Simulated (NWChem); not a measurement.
System: CH$_{4}$OSSe; SMILES CO[Se]S

Parts of the log:

```
             Northwest Computational Chemistry Package (NWChem) 7.3.0
             --------------------------------------------------------

 C1  symmetry detected

                             Geometry "geometry" -> ""
                             -------------------------

 Output coordinates in angstroms (scale by  1.889725989 to convert to a.u.)

  No.       Tag          Charge          X              Y              Z
 ---- ---------------- ---------- -------------- -------------- --------------
    1 Se                  34.0000     0.73760306     0.03098382     0.05071146
    2 O                    8.0000    -0.16542190    -1.40047490    -0.56986737
    3 C                    6.0000    -1.13611726    -1.94355637     0.28983711
    4 H                    1.0000    -1.97956694    -1.24633642     0.44584037
    5 H                    1.0000    -1.52354372    -2.84746577    -0.20463633
    6 H                    1.0000    -0.71951410    -2.22313696     1.27427446
    7 S                   16.0000    -0.71644202     1.65977872    -0.09776205
    8 H                    1.0000    -1.25272818     1.57216701     1.14444115

 Effective nuclear repulsion energy (a.u.)     358.8540149188

                                 NWChem DFT Module
                                 -----------------

 Summary of "ao basis" -> "ao basis" (spherical)
 ------------------------------------------------------------------------------
       Tag                 Description            Shells   Functions and Types
 ---------------- ------------------------------  ------  ---------------------
 Se                         def2-svp                12       32   5s4p3d
 O                          def2-svp                 6       14   3s2p1d
 C                          def2-svp                 6       14   3s2p1d
 H                          def2-svp                 3        5   2s1p
 S                          def2-svp                 8       18   4s3p1d

            General Information
            -------------------
          SCF calculation type: DFT
          Wavefunction type:  closed shell.
          No. of atoms     :     8
          No. of electrons :    68
           Alpha electrons :    34
            Beta electrons :    34
          Charge           :     0
          Spin multiplicity:     1
          Use of symmetry is: off; symmetry adaption is: off
          Maximum number of iterations: 150
          AO basis - number of functions:    98
                     number of shells:    44
          Convergence on energy requested:  1.00D-06
          Convergence on density requested:  1.00D-05
          Convergence on gradient requested:  5.00D-04

              XC Information
              --------------
                         B3LYP Method XC Potential
                     Hartree-Fock (Exact) Exchange  0.200
                        Slater Exchange Functional  0.800 local
                    Becke 1988 Exchange Functional  0.720 non-local
              Lee-Yang-Parr Correlation Functional  0.810
                  VWN I RPA Correlation Functional  0.190 local

             Grid Information
             ----------------
          Grid used for XC integration:  medium
          Radial quadrature: Mura-Knowles
          Angular quadrature: Lebedev.
          Tag              B.-S. Rad. Rad. Pts. Rad. Cut. Ang. Pts.
          ---              ---------- --------- --------- ---------
          Se                  1.15      112          10.0       590
          O                   0.60       49          10.0       434
          C                   0.70       49          10.0       434
          H                   0.35       45          12.0       434
          S                   1.00       88          12.0       590
          Grid pruning is: on
          Number of quadrature shells:   478
          Spatial weights used:  Erf1

      Superposition of Atomic Density Guess
      -------------------------------------

 Sum of atomic energies:       -2911.17218412

      Non-variational initial energy
      ------------------------------

 Total energy =   -2912.454743
 1-e energy   =   -4763.938963
 2-e energy   =    1492.630205
 HOMO         =      -0.233160
 LUMO         =      -0.005003

   convergence    iter        energy       DeltaE   RMS-Dens  Diis-err
 ---------------- ----- ----------------- --------- --------- ---------
 d= 0,ls=0.0,diis     1  -2914.9364623309 -3.27D+03  1.20D-02  5.67D-01
 d= 0,ls=0.0,diis     2  -2914.9273049506  9.16D-03  7.47D-03  6.60D-01
 d= 0,ls=0.0,diis     3  -2914.9839257227 -5.66D-02  2.78D-03  1.85D-01
 d= 0,ls=0.0,diis     4  -2915.0009047450 -1.70D-02  8.62D-04  6.36D-03
 d= 0,ls=0.0,diis     5  -2915.0016639025 -7.59D-04  3.03D-04  8.60D-04
  Resetting Diis
 d= 0,ls=0.0,diis     6  -2915.0017677361 -1.04D-04  8.03D-05  4.32D-05
 d= 0,ls=0.0,diis     7  -2915.0017737119 -5.98D-06  4.48D-05  3.35D-06
 d= 0,ls=0.0,diis     8  -2915.0017730825  6.29D-07  2.76D-05  7.50D-06
 d= 0,ls=0.0,diis     9  -2915.0017742626 -1.18D-06  2.26D-06  7.80D-08
 d= 0,ls=0.0,diis    10  -2915.0017742682 -5.60D-09  8.26D-07  1.02D-08

         Total DFT energy =    -2915.001774268156
      One electron energy =    -4765.010933103601
           Coulomb energy =     1619.563183887069
    Exchange-Corr. energy =     -128.408039970468
 Nuclear repulsion energy =      358.854014918844

 Numeric. integr. density =       68.000021174496

                       DFT Final Molecular Orbital Analysis
                       ------------------------------------

[...]
```

Level: B3LYP/def2-SVP, vertical spin-unrestricted ions. Structure relaxed at the PBE0/def2-SVP level.

### Question
Which NWChem input produces such a log?

### Answer
One answer among several that fit: the input that was run:
```
start job
memory heap 200 mb stack 900 mb global 1100 mb
geometry units angstroms noautoz
  Se     0.743048     0.030597     0.000385
  O     -0.140938    -1.416644    -0.610932
  C     -1.053496    -2.009394     0.279104
  H     -1.910892    -1.343863     0.488390
  H     -1.433863    -2.915078    -0.217598
  H     -0.583681    -2.295579     1.237338
  S     -0.767769     1.613168    -0.046148
  H     -1.243767     1.481902     1.216604
end
basis spherical
  * library def2-svp
end
dft
  xc b3lyp
  iterations 150
  vectors input atomic output neutral.movecs
end
task dft energy
charge 1
dft
  odft
  mult 2
  vectors input atomic output cation.movecs
end
task dft energy
```
